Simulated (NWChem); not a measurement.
System: BHCl cation

```xyz
3

B      0.0000     0.0000    -1.0919
Cl     0.0000     0.0000     0.5077
H      0.0000     0.0000    -2.2675
```
Atoms are numbered in this order, from 1.

Coordinates come from a B3LYP/6-31G* (spherical d) optimisation. B3LYP is NWChem's, with the RPA form of VWN correlation.

### Question
Give the principal values of the shielding tensors (ppm) of B1, Cl2 from B3LYP/IGLO-III, GIAO (NWChem), with their diamagnetic and paramagnetic parts as GIAO splits them.

### Answer
```json
[
 {"atom": "B1", "σ11": "-43.2", "σ22": "-43.2", "σ33": "211.3", "isotropic": "41.6", "diamagnetic": "199.5", "paramagnetic": "-157.9"},
 {"atom": "Cl2", "σ11": "353.8", "σ22": "353.8", "σ33": "1147.1", "isotropic": "618.2", "diamagnetic": "1147.1", "paramagnetic": "-528.8"}
]
```
